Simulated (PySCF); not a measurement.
**A small calculation by hand: oscillator strength and radiative lifetime**

1-methylsulfanylbut-2-yne (C₅H₈S), SMILES C(C#CC)SC.

The structure is a stationary point at B3LYP-D3(BJ)/def2-SVP. Other conformers were not sampled.

TDDFT-PBE0/def2-SVPD (PySCF) puts the first singlet state with f over 0.02 at 6.46 eV (vertical), with the transition dipole (-0.368, -0.184, 0.335) in atomic units.

Task: Find the oscillator strength, the wavelength and the radiative lifetime that this transition would have in vacuum if emission retraced absorption.

Result: 
|μ|² = 0.2815 au, so |μ| = 1.35 D. ΔE = 6.46/27.211 = 0.2374 hartree. f = (2/3) ΔE |μ|² = 0.045 (the program prints 0.045).
λ = 1239.84/6.46 = 192 nm; ν = 52103 cm⁻¹.
Einstein's coefficient A = 0.6670 ν² f s⁻¹ (ν in cm⁻¹) = 8.1e7 s⁻¹, so τ = 1/A = 12 ns. This state is S5; the lower singlets have f = 0.000, 0.006, 0.001, 0.002. The figure is the radiative limit of this one transition; relaxation, internal conversion, crossing to triplets and a medium change what is measured.
